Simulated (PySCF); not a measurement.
C₃H₁₁OSi₃ (doublet state).
Z-matrix (Å and degrees, GFN2-xTB geometry), rows numbered from 1:
```
Si
Si  1  2.2744
O   2  1.6329  1  105.33
Si  3  1.6100  2  167.00  1    94.70
C   2  1.8977  1  115.51  3   118.47
C   5  1.5040  2  121.87  1  -141.02
C   6  1.4916  5   60.27  2   108.11
H   1  1.4671  2  117.71  3   178.37
H   1  1.4691  2  121.19  3   -50.29
H   2  1.4722  1  116.00  3  -113.69
H   4  1.4613  3  105.81  2  -113.85
H   4  1.4609  3  106.40  2   125.81
H   4  1.4645  3  108.72  2     5.82
H   5  1.0857  2  114.60  1    71.96
H   6  1.0808  5  118.46  7   108.43
H   6  1.0803  5  117.95  7  -107.87
H   7  1.0808  5  117.94  6   107.83
H   7  1.0808  5  118.75  6  -108.47
```

The hyperfine couplings belong to this conformer and change with its torsions.

The species is `[SiH2][Si@@H](O[SiH3])C1CC1` [radical].

The calculation used PySCF, UKS B3LYP, pcH-1 on C H O Si, non-relativistic, mean-field spin-orbit, GIAO. The structure is a single GFN2-xTB conformer in the gas phase; no vibrational or solvent corrections. GFN2-xTB frequencies show an imaginary mode (47i cm⁻¹), so this geometry is no minimum at that level. Couplings are sensitive to structure, and on GFN2-xTB geometries they can be far from those on DFT ones, by a factor of two or more for some ions and for spin on atoms past the first row. Stability of the SCF solution: not tested.

Computed for the main isotopes (class means, splittings of 0.05 mT or more): g = 2.0042; H8/H9 1H -9.7 MHz (0.35 mT); H15 1H +4.4 MHz (0.16 mT); H10 1H -4.3 MHz (0.15 mT); H14 1H -2.2 MHz (0.08 mT); 24 first-order lines, 1.08 mT wide. Two of these splittings differ by less than 0.03 mT, so with lines wider than that fewer lines would be seen.

Q: What changes when 1H at H14 is replaced by 2H?

A: The spin density stays the same (vibrational effects aside), so a scales with the nuclear g factor: 0.85744/5.58569 = 0.1535, so a goes from -2.2 to -0.3 MHz (0.012 mT). The spin goes from 1/2 to 1, so the 1:1 doublet becomes a 1:1:1 triplet. The spectrum then has 36 first-order lines over 1.03 mT, counting the new splitting although it is under 0.05 mT.

Lines closer than 0.012 mT are merged, which leaves 22.

```csv
offset from centre (mT),relative intensity
-0.51,1
-0.50,1
-0.49,1
-0.35,4
-0.33,2
-0.20,1
-0.19,1
-0.17,3
-0.16,2
-0.14,2
-0.01,8
+0.01,4
+0.14,2
+0.16,2
+0.17,3
+0.19,1
+0.20,1
+0.34,4
+0.36,2
+0.49,1
+0.50,1
+0.51,1
```

Q: Where do the 29Si satellites of Si1 appear, and how strong are they?

A: a = -304.6 MHz, or 10.86 mT in magnitude, and I = 1/2, so to first order each main line has two satellites, at ±5.43 mT. The isotope's abundance is about 4.7 %, shared among 2 lines, so each has 2.5 % of the main line's intensity. At 340 mT second-order shifts move them to lower field by up to 0.09 mT.

Q: Give position and intensity of the satellites from 13C at C5.

A: a = +38.5 MHz, or 1.37 mT in magnitude, and I = 1/2, so to first order each main line has two satellites, at ±0.69 mT. The isotope's abundance is about 1.07 %, shared among 2 lines, so each has 0.54 % of the main line's intensity.

Class means assume fast exchange of nuclei equivalent by connectivity; if that motion is slow, each nucleus keeps its own coupling. The 1H value of -9.7 MHz is a mean of couplings from -13.3 to -6.1 MHz in this one geometry, not an average over conformers.
